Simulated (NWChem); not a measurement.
All runs are NWChem calculations. System: InP, charge 1, spin multiplicity 4, at the geometry of a parent with another charge or spin, in a state set for the comparison that need not be this species' ground state. Its SCF solution wasn't tested for a lower state. Level: UPBE0/x2c-SVPall-2c, scalar ZORA.

The NWChem input:

```
start mol
memory heap 200 mb stack 900 mb global 1100 mb
charge 1
geometry units angstroms nocenter noautoz noautosym
  In     0.000000     0.000000     0.577636
  P      0.000000     0.000000    -1.886944
end
basis spherical
  * library x2c-svpall-2c
end
relativistic
  zora on
end
dft
  xc pbe0
  odft
  mult 4
  semidirect memsize 60000000 filesize 0
  iterations 100
  grid fine
end
task dft energy
```

NWChem printed:

```
             Northwest Computational Chemistry Package (NWChem) 7.3.0
             --------------------------------------------------------

                                NWChem Input Module
                                -------------------

 Scaling coordinates for geometry "geometry" by  1.889725989
 (inverse scale =  0.529177249)

                             Geometry "geometry" -> ""
                             -------------------------

 Output coordinates in angstroms (scale by  1.889725989 to convert to a.u.)

  No.       Tag          Charge          X              Y              Z
 ---- ---------------- ---------- -------------- -------------- --------------
    1 In                  49.0000     0.00000000     0.00000000     0.57763600
    2 P                   15.0000     0.00000000     0.00000000    -1.88694400

 Effective nuclear repulsion energy (a.u.)     157.8140202447

            Nuclear Dipole moment (a.u.)
            ----------------------------
        X                 Y               Z
 ---------------- ---------------- ----------------
     0.0000000000     0.0000000000     0.0000075589


 Summary of "ao basis" -> "" (spherical)
 ------------------------------------------------------------------------------
       Tag                 Description            Shells   Functions and Types
 ---------------- ------------------------------  ------  ---------------------
 *                       x2c-svpall-2c                on all atoms

                                 NWChem DFT Module
                                 -----------------

 Summary of "ao basis" -> "ao basis" (spherical)
 ------------------------------------------------------------------------------
       Tag                 Description            Shells   Functions and Types
 ---------------- ------------------------------  ------  ---------------------
 In                      x2c-svpall-2c              18       50   6s8p4d
 P                       x2c-svpall-2c               9       21   4s4p1d

 Summary of "ao basis" -> "ao basis" (spherical)
 ------------------------------------------------------------------------------
[...]
              MO Center=  6.4D-09, -9.2D-10, -1.2D+00, r^2= 3.0D+00
   Bfn.  Coefficient  Atom+Function         Bfn.  Coefficient  Atom+Function
  ----- ------------  ---------------      ----- ------------  ---------------
    64      0.369579  2 P  px                65     -0.370904  2 P  py
    61      0.250849  2 P  px                62     -0.251748  2 P  py
    22      0.207856  1 In px                23     -0.208601  1 In py
    19      0.152866  1 In px                20     -0.153414  1 In py
    13     -0.129331  1 In px                14      0.129794  1 In py

   alpha - beta orbital overlaps
   -----------------------------

   alpha      1      2      3      4      5      6      7      8      9     10
    beta      1      2      3      4      5      6      7      8      9     10
 overlap   1.000  1.000  1.000  1.000  1.000  1.000  1.000  1.000  1.000  1.000

   alpha     11     12     13     14     15     16     17     18     19     20
    beta     11     12     13     14     15     16     19     18     17     20
 overlap   1.000  1.000  1.000  1.000  1.000  1.000  1.000  1.000  1.000  1.000

   alpha     21     22     23     24     25     26     27     28     29     30
    beta     21     22     23     24     25     26     27     28     29     30
 overlap   1.000  1.000  1.000  0.998  1.000  1.000  1.000  1.000  0.991  0.981

   alpha     31     32     33     34     35     36     37     38     39     40
    beta     32     33     31     34     35     36     37     41     40     42
 overlap   0.959  0.959  0.988  0.960  0.960  0.993  0.996  0.987  0.987  0.989

   alpha     41     42     43     44     45     46     47     48     49     50
    beta     38     39     45     43     44     46     49     50     48     47
 overlap   0.998  0.998  0.996  0.990  0.990  0.992  0.998  0.998  0.991  0.991

   alpha     51     52     53     54     55     56     57     58     59     60
    beta     51     52     53     54     55     56     57     58     59     60
 overlap   0.997  0.994  0.994  0.999  1.000  1.000  1.000  1.000  1.000  1.000

   alpha     61     62     63     64     65     66     67     68     69     70
    beta     61     62     63     64     65     66     67     68     69     70
 overlap   1.000  1.000  1.000  1.000  1.000  1.000  1.000  1.000  1.000  1.000

   alpha     71
    beta     71
 overlap   1.000

     --------------------------
     Expectation value of S2:
     --------------------------
      <S2> =      3.7573 (Exact =     3.7500)

 center of mass
 --------------
 x =   0.00000000 y =   0.00000000 z =   0.10268760

 moments of inertia (a.u.)
 ------------------
         529.204565152674           0.000000000000           0.000000000000
           0.000000000000         529.204565152674           0.000000000000
           0.000000000000           0.000000000000           0.000000000000

     Multipole analysis of the density
     ---------------------------------

     L   x y z        total         alpha         beta         nuclear
     -   - - -        -----         -----         ----         -------
     0   0 0 0      1.000000    -33.000000    -30.000000     64.000000

     1   1 0 0     -0.000000     -0.000000      0.000000      0.000000
     1   0 1 0     -0.000000     -0.000000      0.000000      0.000000
     1   0 0 1     -0.047592      3.751772     -3.799372      0.000008

     2   2 0 0    -23.217883    -14.914207     -8.303676      0.000000
     2   1 1 0      0.000000      0.000000      0.000000      0.000000
     2   1 0 1     -0.000001     -0.000001      0.000000      0.000000
     2   0 2 0    -23.217883    -14.914207     -8.303676      0.000000
     2   0 1 1     -0.000000     -0.000001      0.000000      0.000000
     2   0 0 2    -19.327129   -153.930272   -114.506694    249.109836

 Task  times  cpu:       17.1s     wall:       17.1s

 Total times  cpu:       17.2s     wall:       17.2s
```
